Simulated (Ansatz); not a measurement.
Mo7⁺, relaxed as a doublet with UKS PBE-D4/def2-SVP in Ansatz, starting from the GFN2-xTB geometry. Force threshold 0.02 eV/Å.

In the def2 sets Mo takes a core potential; there is no spin–orbit coupling. The relaxation made no stability test and no search for a lower SCF solution. No other spin state of charge 1 was run. Another isomer (doublet) lies 1.34 eV lower at PBE0-D4/def2-TZVP; other spin states weren't run for this one.

Start:

Cartesian coordinates in Å:
```
Mo -0.2947 -0.6194 -1.1498
Mo -0.2940 1.9564 -1.5156
Mo 1.0812 -1.6867 0.7848
Mo 0.5519 0.8863 0.7090
Mo -1.2905 -0.8289 1.2491
Mo 1.1796 3.2067 0.0292
Mo -0.9334 -2.9143 -0.1067
```

Problem. Estimate the energy that the relaxation releases and the steps that it takes.

Solution. 371.2 kJ/mol, in 24 steps; 6.5 min on 4 threads of Arm Neoverse V2 on a shared host. No frequencies were taken in this run, so the end may be a saddle point.

Problem. Does the start keep its bonding?

Solution. Bonds formed: Mo2–Mo5, Mo5–Mo6 (atoms count from 1).

Problem. Predict the relaxed structure.

Solution. 
```xyz
7

Mo   -0.360   -1.016   -1.318
Mo   -0.398    2.075   -1.255
Mo    1.002   -1.903    1.037
Mo    1.342    0.415   -0.006
Mo   -0.873    0.256    0.643
Mo    0.203    2.766    0.617
Mo   -0.916   -2.593    0.281
```
Bond lengths (bridged metal pairs left out): 15 × Mo–Mo 2.08 to 3.09 Å.
